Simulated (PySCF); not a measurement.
Telling isomers of C₆H₅NO₂ apart by NMR

PySCF 2.14 calculation with shielding tensors at PBE0/pcSseg-1 (GIAO), J couplings at B3LYP/pcJ-1 (spin–dipole term left out of most H,H and C,H couplings) and geometry: PBE0-D3(BJ)/def2-SVP; isolated molecule, single conformer, no relativistic terms, fast rotation and ring inversion assumed for equivalent nuclei.

Chemical shifts δ = σref − σ; TMS for ¹H and ¹³C, all at this level. Multiplet labels drop J under 1 Hz and among equivalent protons, and merge close values. Unscaled 3J(H,H) run several per cent high. Shifts are as computed. Against solution values, carbons near 30 ppm lie about +2 ppm off and those near 130 ppm about +5 ppm (rms about the fit 1.9 ppm; single classes can miss by 10 ppm). Of 1328 compounds with measured shifts, 309 miss one by over three times the rms of a fit or turn the order of signals round; such compounds aren't used in these exercises. Signals without a measured value on file couldn't be tested in this way; 1H shifts scatter by 0.2 ppm about their fit, and single ones miss by 0.5 ppm.

(1) Tabulate the signals of `O=COc1cccnc1`, `O=COc1ccccn1` and their relative energies.

(2) What is the quickest way to tell O=COc1cccnc1 from O=COc1ccccn1?

Results:

(1) 
| SMILES | carbon types | δC | δH | E rel. (kcal/mol) |
| --- | --- | --- | --- | --- |
| O=COc1cccnc1 | 1×C 5×CH | 161.6, 153.6, 152.2, 146.6, 131.3, 128.7 | 9.23 (ddd, 1H), 8.66 (d, 1H), 8.64 (dd, 1H), 8.08 (s, 1H), 7.26 (dd, 1H) | 4.3 |
| O=COc1ccccn1 | 1×C 5×CH | 163.0, 161.8, 154.0, 144.8, 127.0, 119.6 | 8.74 (d, 1H), 8.53 (dd, 1H), 8.16 (s, 1H), 7.84 (ddd, 1H), 7.17 (dd, 1H) | 0.0 |

Energies are electronic energies at PBE0/pcSseg-1 on these geometries, without zero-point or thermal terms, each for the one conformer computed, which needn't be the lowest.

(2) Both give the same number of carbon signals, with the same numbers of each carbon type, so the positions decide. The first has an aromatic carbon bearing oxygen (C) at 153.6 ppm, the second an aromatic carbon bearing oxygen (C) at 163.0 ppm. Their most deshielded carbons lie at 161.6 and 163.0 ppm. In the proton spectra the most deshielded non-exchanging signals are 9.23 (ddd, J = 9.7, 2.8, 1.3 Hz, 1H) and 8.74 (d, J = 9.6 Hz, 1H).
